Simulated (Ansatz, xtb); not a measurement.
# Relative energy of two isomers of C4H7NS2

Structure a is `[H]/N=C1\CSC[C@@H]1S`, a singlet and structure b is `CCSSCC#N`, a singlet. Both are isolated molecules in the gas phase, relaxed with PBE-D3(BJ)/def2-SVP; the shapes shown needn't be the lowest conformers.

a (Å):

```xyz
14

C    -1.0430   -0.6675   -1.1775
C    -0.5326   -1.1258    0.1832
C    -0.6534    1.5034   -0.1657
C    -0.5680    0.7469   -1.4936
N    -1.8021   -1.3129   -1.9754
S     0.0903    0.3593    1.0768
S    -1.4900    1.5242   -2.8653
H    -2.0480   -2.2479   -1.6105
H    -1.3493   -1.6274    0.7437
H     0.2955   -1.8552    0.0622
H    -1.7106    1.7367    0.0785
H    -0.0682    2.4422   -0.1632
H     0.5081    0.6591   -1.7710
H    -2.1169    0.3287   -3.1427
```

b (Å):

```xyz
14

C     0.5824   -1.1825    2.2032
C     1.4391   -0.4987    1.1505
C    -0.7504    0.8946   -1.7316
C    -0.3715    1.9345   -0.7856
N    -0.0407    2.7341    0.0050
S     1.2086   -1.1593   -0.5602
S    -0.7888   -0.7995   -0.9687
H     0.7797   -2.2723    2.2440
H     0.7858   -0.7494    3.2043
H    -0.4943   -1.0326    1.9842
H     2.5241   -0.6777    1.3158
H     1.2844    0.5977    1.1267
H    -0.0578    0.8858   -2.5972
H    -1.7800    1.0715   -2.1097
```

**Question.** Estimate E(b) − E(a) at the level CCSD(T)/def2-SVP + ΔMP2/def2-TZVPP.

**Answer.** Calculated at CCSD(T)/def2-SVP + ΔMP2/def2-TZVPP: E(b) − E(a) = −0.164 eV, so structure b lies lower.

How the difference moves with the method:

```
                             level             geometry  E(b) − E(a) (eV)  departure from the last row (eV)  job, with rough time for the two
                          GFN2-xTB             GFN2-xTB              +0.043                            +0.207              optimisation, 0.19 s
                         HF/STO-3G             GFN2-xTB              −0.262                            −0.098              single point, 0.36 s
                r2SCAN-D4/def2-SVP             GFN2-xTB              +0.141                            +0.305               single point, 4.1 s
               PBE-D3(BJ)/def2-SVP  PBE-D3(BJ)/def2-SVP              +0.119                            +0.283                optimisation, 28 s
                       HF/def2-SVP  PBE-D3(BJ)/def2-SVP              −0.253                            −0.089           part of the CCSD(T) run
                      MP2/def2-SVP  PBE-D3(BJ)/def2-SVP              −0.094                            +0.069           part of the CCSD(T) run
                  CCSD(T)/def2-SVP  PBE-D3(BJ)/def2-SVP              −0.066                            +0.098                      single point
CCSD(T)/def2-SVP + ΔMP2/def2-TZVPP  PBE-D3(BJ)/def2-SVP              −0.164                                                  single point, 65 s
```

As drawn, b has 1 S–S, 1 C≡N, 2 C–H in place of 1 N–H, 1 C=N, 1 C–C, 1 C–S, 1 S–H. Structure a has a 5-membered ring, b no ring.

GFN2-xTB, r2SCAN-D4/def2-SVP, PBE-D3(BJ)/def2-SVP put the two in the other order. The largest departure from CCSD(T)/def2-SVP + ΔMP2/def2-TZVPP is that of r2SCAN-D4/def2-SVP, 0.305 eV. The last row adds to CCSD(T) the change of the MP2 difference between the two basis sets, here −0.098 eV.

With thermal terms from frequencies at re-optimised GFN2-xTB minima (ideal gas, soft modes damped towards free rotors, one conformer each, 298.15 K, 1 atm): on the last row, ΔE + ΔZPE = −0.146, ΔH = −0.101, ΔG = −0.211 eV.

The correlated steps freeze 15 core orbitals. Mirror images aren't counted in ΔG. Programs: Ansatz 0.2.0, xtb 6.7.1; the last row on 4 threads of Arm Neoverse V2 on a shared host.
